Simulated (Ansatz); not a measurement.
The cluster Zr₂N₂⁺, relaxed as a doublet with UKS PBE0-D4/def2-TZVP in Ansatz, starting from the PBE0-D4/def2-TZVP geometry of the neutral singlet. Force threshold 0.02 eV/Å.

In the def2 sets Zr takes a core potential; there is no spin–orbit coupling. The structure comes from a short search, and lower isomers may exist.

Start:

```xyz
4

Zr   -0.4916    0.8111    0.9917
Zr    0.4912   -0.8107   -0.9922
N    -1.0428   -0.7851    0.1253
N     1.0432    0.7847   -0.1247
```

| step | energy (eV) | largest force component (eV/Å) | SCF passes |
| --- | --- | --- | --- |
| 1 | -5532.7633 | 0.440 | 21 |
| 2 (rejected) | -5532.7334 | 1.048 | 25 |
| 3 | -5532.7726 | 0.072 | 24 |
| 4 | -5532.7728 | 0.001 | 27 |

Force components are those of the run's own axes.

End:

Cartesian coordinates in Å:
```
Zr -0.4937 0.8147 0.9963
Zr 0.4935 -0.8145 -0.9966
N -1.0292 -0.7747 0.1235
N 1.0294 0.7745 -0.1232
```

By distances, no bond broke or formed. The bond that changes most is Zr1–N3, from 1.90 to 1.89 Å (atoms count from 1).

No frequencies were taken in this run, so the end may be a saddle point.

Hardware: 4 threads of Arm Neoverse V1 on a shared host. Wall time 11 s.
